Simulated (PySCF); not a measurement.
# SMILES [C@@H]1(OC)CC[PH2+][C@H]1C, [C6H14OP]+, charge +1

Molfile (atoms numbered from 1):
```
C6H14OP
     RDKit          3D

 22 22  0  0  0  0  0  0  0  0999 V2000
    2.6639    0.3306    0.3942 C   0  0  0  0  0  0  0  0  0  0  0  0
    1.3214   -0.0253    0.6895 O   0  0  0  0  0  0  0  0  0  0  0  0
    0.5493   -0.5872   -0.3635 C   0  0  2  0  0  0  0  0  0  0  0  0
    0.0590    0.5529   -1.2623 C   0  0  0  0  0  0  0  0  0  0  0  0
   -0.6229    1.5589   -0.3071 C   0  0  0  0  0  0  0  0  0  0  0  0
   -0.9088    0.5920    1.2112 P   0  0  0  0  0  0  0  0  0  0  0  0
   -0.6519   -1.0637    0.4759 C   0  0  1  0  0  0  0  0  0  0  0  0
   -1.8978   -1.5566   -0.2443 C   0  0  0  0  0  0  0  0  0  0  0  0
    3.0956    0.6914    1.3252 H   0  0  0  0  0  0  0  0  0  0  0  0
    2.7267    1.1162   -0.3617 H   0  0  0  0  0  0  0  0  0  0  0  0
    3.2189   -0.5470    0.0560 H   0  0  0  0  0  0  0  0  0  0  0  0
    1.0835   -1.3740   -0.9013 H   0  0  0  0  0  0  0  0  0  0  0  0
    0.8921    1.0181   -1.7865 H   0  0  0  0  0  0  0  0  0  0  0  0
   -0.6292    0.1693   -2.0127 H   0  0  0  0  0  0  0  0  0  0  0  0
    0.0163    2.4173   -0.0910 H   0  0  0  0  0  0  0  0  0  0  0  0
   -1.5703    1.9339   -0.6986 H   0  0  0  0  0  0  0  0  0  0  0  0
   -0.1839    0.9347    2.3227 H   0  0  0  0  0  0  0  0  0  0  0  0
   -2.2301    0.7228    1.6022 H   0  0  0  0  0  0  0  0  0  0  0  0
   -0.3091   -1.7916    1.2147 H   0  0  0  0  0  0  0  0  0  0  0  0
   -2.3631   -0.7747   -0.8418 H   0  0  0  0  0  0  0  0  0  0  0  0
   -2.6281   -1.9134    0.4789 H   0  0  0  0  0  0  0  0  0  0  0  0
   -1.6419   -2.3852   -0.9006 H   0  0  0  0  0  0  0  0  0  0  0  0
  1  2  1  0
  2  3  1  0
  3  4  1  0
  4  5  1  0
  5  6  1  0
  6  7  1  0
  7  8  1  0
  7  3  1  0
  1  9  1  0
  1 10  1  0
  1 11  1  0
  3 12  1  6
  4 13  1  0
  4 14  1  0
  5 15  1  0
  5 16  1  0
  6 17  1  0
  6 18  1  0
  7 19  1  1
  8 20  1  0
  8 21  1  0
  8 22  1  0
M  CHG  1   6   1
M  END
```

Level of theory: PySCF, GIAO B97-2/pcSseg-1 magnetisability, rotational g tensor and spin-rotation constants, non-relativistic, gas phase. Geometry: GFN2-xTB.

For an ion the centre-of-mass motion in the field is neglected.

Question: What are the magnetisability and the molar susceptibility?

Answer: Isotropic -1549 × 10⁻³⁰ J/T², or -93.3 × 10⁻⁶ cm³/mol; principal values -1689, -1511, -1447 × 10⁻³⁰ J/T², anisotropy 217 × 10⁻³⁰ J/T² (root of half the summed squared differences of the principal values). The susceptibility is in cgs units.

Question: Split it along the inertial axes a, b, c into diamagnetic and paramagnetic parts about the centre of mass, with the quadrupole moment.

Answer: 
```csv
axis,χ (10⁻⁶ cm³/mol),diamagnetic (10⁻⁶ cm³/mol),paramagnetic (10⁻⁶ cm³/mol),summed x² of all electrons (Å²),quadrupole Θ (D Å)
a,-101.0,-623.1,522.1,163.4,+6.65
b,-90.6,-974.1,883.5,80.6,-0.28
c,-88.2,-1035.2,947.1,66.2,-6.37
```
Anisotropies 2χaa − χbb − χcc = -23.2 and 2χbb − χaa − χcc = +7.9 × 10⁻⁶ cm³/mol. Θ is traceless in Buckingham's convention.

Question: And the rotational g tensor?

Answer: 
```tsv
axis	rotational constant (GHz)	g	nuclear part	electronic part
a	2.4392	+0.0202	0.6184	-0.5983
b	1.4633	+0.0078	0.6151	-0.6073
c	1.3561	+0.0079	0.6113	-0.6034
```
Asymmetric top; isotopes 12C, 1H, 16O, 31P; no vibrational averaging.
